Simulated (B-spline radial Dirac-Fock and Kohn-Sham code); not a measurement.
**Auger decay of the K hole in Ca¹²⁺**

System: the Ca¹²⁺ ion, 1s2 2s2 2p4.

Input file task.json (cfg lists n, l and occupation; rrms is the nuclear radius in fm):

```json
{"items": [{
  "Z": 20,
  "q": 12,
  "cfg": [[1, 0, 2], [2, 0, 2], [2, 1, 4]],
  "A": 40,
  "rrms": 3.4776,
  "do": ["binding", "quiet", "decay"],
  "holes": ["K", "L1"]
}]}
```

Command: `python xray_run.py task.json out`

Calculated with a radial finite-basis atomic code, using independent-particle radiative and Coulomb Auger rates from relativistic LDA hole-state orbitals, with Dirac-Fock energies. Kinetic energies are configuration averages from the vacuum level; the two-hole energies are estimated from single-hole states.

```csv
transition,kinetic energy (eV),width (meV),share (%)
K-L1L1,2811.0,49.9,14.9
K-L1L2,2882.0,38.3,11.5
K-L1L3,2886.4,72.7,21.8
K-L2L2,2939.1,4.41,1.3
K-L2L3,2943.4,107,32.2
K-L3L3,2947.8,60.9,18.3
```

For K holes below about Z = 40 intermediate coupling redistributes the KLL shares among these jj groups. The listed channels hold 100 % of the non-radiative rate. Summed by principal shells, of 0.334 eV in all: KLL 100.0 %.
